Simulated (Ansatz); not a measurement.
Cl2FHSSn (`[F][Sn]([SH])([Cl])[Cl]`), relaxed with RKS PBE-D4/def2-SVP in Ansatz 0.2.0 from a rough embedded geometry. The force threshold is 0.03 eV/Å; the program also tests the step.

Total charge 0; spin multiplicity 1. Sn takes the def2 core potential.

Start:

```xyz
6

F    -0.900    0.629   -1.755
Sn   -0.458   -0.187   -0.095
S     1.105    1.229    1.019
Cl   -2.329   -0.425    1.268
Cl    0.497   -2.320   -0.427
H     2.085    1.075   -0.009
```

(1) By how much does the energy fall, and how many steps does the optimiser take? (Best estimate.)

(2) Which bonds change most? (Estimate.)

(3) Give the relaxed structure. (An estimate is asked.)

Results:

(1) Computed: 2.79 kcal/mol, in 3 steps.

(2) Ansatz gave: S3–H6 from 1.429 to 1.366 Å; F1–Sn2 from 1.902 to 1.949 Å; Sn2–S3 from 2.385 to 2.408 Å; Sn2–Cl4 from 2.327 to 2.340 Å.

(3) Computed: 
```xyz
6

F    -0.940    0.525   -1.774
Sn   -0.409   -0.192   -0.041
S     1.160    1.278    1.045
Cl   -2.350   -0.382    1.253
Cl    0.475   -2.314   -0.521
H     2.064    1.085    0.038
```
